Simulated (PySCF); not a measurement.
PdH4 (singlet). Computed with PBE0 in PySCF with Pd def2-TZVP with ECP28, H def2-TZVP; scalar-relativistic core potentials, no spin–orbit coupling; density-fitted integrals.

Harmonic bands of its minimum:

| ω (cm⁻¹) | IR (km/mol) |
| --- | --- |
| 242 | 5.2 |
| 250 | 5.4 |
| 594 | 0.0 |
| 937 | 477 |
| 1181 | 0.0 |
| 1482 | 2.2 |
| 1483 | 2.1 |
| 3184 | 0.0 |
| 3206 | 143 |

**Question.** The central atom is Pd. Infer the point group and assign the bands.

**Answer.** D2. The modes span 2b1 + 2b2 + 3a + 2b3: 242 b1, 250 b2, 594 a, 937 b3, 1181 a, 1482 b2, 1483 b1, 3184 a, 3206 b3. The computed geometry has H–H 0.836 Å (×2), Pd–H 1.716 Å (×4); H–H–Pd 75.9° (×4), H–Pd–H 28.2° (×2), H–Pd–H 160.0° (×2), H–Pd–H 160.3° (×2).

This need not be the most stable arrangement of these atoms.
